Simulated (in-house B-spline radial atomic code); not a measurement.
Whole-atom quantities along the 21-electron series, configuration [Ar] 3d3. Breit and QED terms are first order and not part of the total energy; the density at the nucleus is averaged over the nuclear charge. Computed with an all-electron radial atomic-structure program (B-spline basis): Dirac-Hartree-Fock, average of the configuration, finite nuclei.

```json
{"ion": "V2+", "Z": "23", "E/Z² (Eh)": "-1.7911", "Σ<r²> (bohr²)": "16.527", "n(0)/Z³ (bohr⁻³)": "0.80333", "Lamb diamagnetic shielding (ppm)": "1733.18", "repulsion over attraction": "0.15135", "Breit energy (eV)": "8.3649", "self-energy (eV)": "6.0371", "vacuum polarisation (eV)": "-0.47477", "Dirac less non-relativistic energy (Eh)": "-5.3794"}
{"ion": "Cr3+", "Z": "24", "E/Z² (Eh)": "-1.8192", "Σ<r²> (bohr²)": "13.176", "n(0)/Z³ (bohr⁻³)": "0.81766", "Lamb diamagnetic shielding (ppm)": "1829.77", "repulsion over attraction": "0.14762", "Breit energy (eV)": "9.6763", "self-energy (eV)": "7.0088", "vacuum polarisation (eV)": "-0.56384", "Dirac less non-relativistic energy (Eh)": "-6.4627"}
{"ion": "Mn4+", "Z": "25", "E/Z² (Eh)": "-1.8458", "Σ<r²> (bohr²)": "10.946", "n(0)/Z³ (bohr⁻³)": "0.83237", "Lamb diamagnetic shielding (ppm)": "1926.28", "repulsion over attraction": "0.14377", "Breit energy (eV)": "11.124", "self-energy (eV)": "8.086", "vacuum polarisation (eV)": "-0.66503", "Dirac less non-relativistic energy (Eh)": "-7.7064"}
{"ion": "Fe5+", "Z": "26", "E/Z² (Eh)": "-1.8711", "Σ<r²> (bohr²)": "9.3137", "n(0)/Z³ (bohr⁻³)": "0.84787", "Lamb diamagnetic shielding (ppm)": "2022.86", "repulsion over attraction": "0.13995", "Breit energy (eV)": "12.716", "self-energy (eV)": "9.2752", "vacuum polarisation (eV)": "-0.77942", "Dirac less non-relativistic energy (Eh)": "-9.1259"}
{"ion": "Co6+", "Z": "27", "E/Z² (Eh)": "-1.8952", "Σ<r²> (bohr²)": "8.0567", "n(0)/Z³ (bohr⁻³)": "0.86377", "Lamb diamagnetic shielding (ppm)": "2119.62", "repulsion over attraction": "0.13619", "Breit energy (eV)": "14.458", "self-energy (eV)": "10.583", "vacuum polarisation (eV)": "-0.90817", "Dirac less non-relativistic energy (Eh)": "-10.738"}
{"ion": "Ni7+", "Z": "28", "E/Z² (Eh)": "?", "Σ<r²> (bohr²)": "?", "n(0)/Z³ (bohr⁻³)": "?", "Lamb diamagnetic shielding (ppm)": "?", "repulsion over attraction": "?", "Breit energy (eV)": "?", "self-energy (eV)": "?", "vacuum polarisation (eV)": "?", "Dirac less non-relativistic energy (Eh)": "?"}
{"ion": "Cu8+", "Z": "29", "E/Z² (Eh)": "-1.9397", "Σ<r²> (bohr²)": "6.2431", "n(0)/Z³ (bohr⁻³)": "0.89737", "Lamb diamagnetic shielding (ppm)": "2313.82", "repulsion over attraction": "0.12902", "Breit energy (eV)": "18.42", "self-energy (eV)": "13.58", "vacuum polarisation (eV)": "-1.2136", "Dirac less non-relativistic energy (Eh)": "-14.607"}
{"ion": "Zn9+", "Z": "30", "E/Z² (Eh)": "?", "Σ<r²> (bohr²)": "?", "n(0)/Z³ (bohr⁻³)": "?", "Lamb diamagnetic shielding (ppm)": "?", "repulsion over attraction": "?", "Breit energy (eV)": "?", "self-energy (eV)": "?", "vacuum polarisation (eV)": "?", "Dirac less non-relativistic energy (Eh)": "?"}
{"ion": "Ga10+", "Z": "31", "E/Z² (Eh)": "-1.9802", "Σ<r²> (bohr²)": "5.0027", "n(0)/Z³ (bohr⁻³)": "0.93324", "Lamb diamagnetic shielding (ppm)": "2509.19", "repulsion over attraction": "0.12236", "Breit energy (eV)": "23.069", "self-energy (eV)": "17.132", "vacuum polarisation (eV)": "-1.5919", "Dirac less non-relativistic energy (Eh)": "-19.462"}
{"ion": "Ge11+", "Z": "32", "E/Z² (Eh)": "?", "Σ<r²> (bohr²)": "?", "n(0)/Z³ (bohr⁻³)": "?", "Lamb diamagnetic shielding (ppm)": "?", "repulsion over attraction": "?", "Breit energy (eV)": "?", "self-energy (eV)": "?", "vacuum polarisation (eV)": "?", "Dirac less non-relativistic energy (Eh)": "?"}
{"ion": "As12+", "Z": "33", "E/Z² (Eh)": "-2.0173", "Σ<r²> (bohr²)": "4.1081", "n(0)/Z³ (bohr⁻³)": "0.97204", "Lamb diamagnetic shielding (ppm)": "2705.92", "repulsion over attraction": "0.11621", "Breit energy (eV)": "28.461", "self-energy (eV)": "21.297", "vacuum polarisation (eV)": "-2.0544", "Dirac less non-relativistic energy (Eh)": "-25.466"}
{"ion": "Se13+", "Z": "34", "E/Z² (Eh)": "-2.0346", "Σ<r²> (bohr²)": "3.7502", "n(0)/Z³ (bohr⁻³)": "0.99266", "Lamb diamagnetic shielding (ppm)": "2804.85", "repulsion over attraction": "0.11332", "Breit energy (eV)": "31.454", "self-energy (eV)": "23.628", "vacuum polarisation (eV)": "-2.3213", "Dirac less non-relativistic energy (Eh)": "-28.952"}
```

(1) Fill in the row of Ni7+.

(2) Fill in the row of Zn9+.

(3) Fill in the row of Ge11+.

(4) With what power of Z does the column «Σ<r²> (bohr²)» change over this range?

## Answers

(1) E/Z² (Eh): -1.918; Σ<r²> (bohr²): 7.0569; n(0)/Z³ (bohr⁻³): 0.88094; Lamb diamagnetic shielding (ppm): 2216.59; repulsion over attraction: 0.13255; Breit energy (eV): 16.357; self-energy (eV): 12.015; vacuum polarisation (eV): -1.0525; Dirac less non-relativistic energy (Eh): -12.559.

(2) E/Z² (Eh): -1.9605; Σ<r²> (bohr²): 5.569; n(0)/Z³ (bohr⁻³): 0.91513; Lamb diamagnetic shielding (ppm): 2411.34; repulsion over attraction: 0.12562; Breit energy (eV): 20.655; self-energy (eV): 15.283; vacuum polarisation (eV): -1.393; Dirac less non-relativistic energy (Eh): -16.902.

(3) E/Z² (Eh): -1.9992; Σ<r²> (bohr²): 4.5214; n(0)/Z³ (bohr⁻³): 0.95187; Lamb diamagnetic shielding (ppm): 2607.37; repulsion over attraction: 0.11922; Breit energy (eV): 25.668; self-energy (eV): 19.134; vacuum polarisation (eV): -1.8118; Dirac less non-relativistic energy (Eh): -22.31.

(4) A fit of the logarithm of its size against log Z from Z = 23 to 34 has slope -3.70. Unscreened non-relativistic hydrogenic orbitals would give -2.
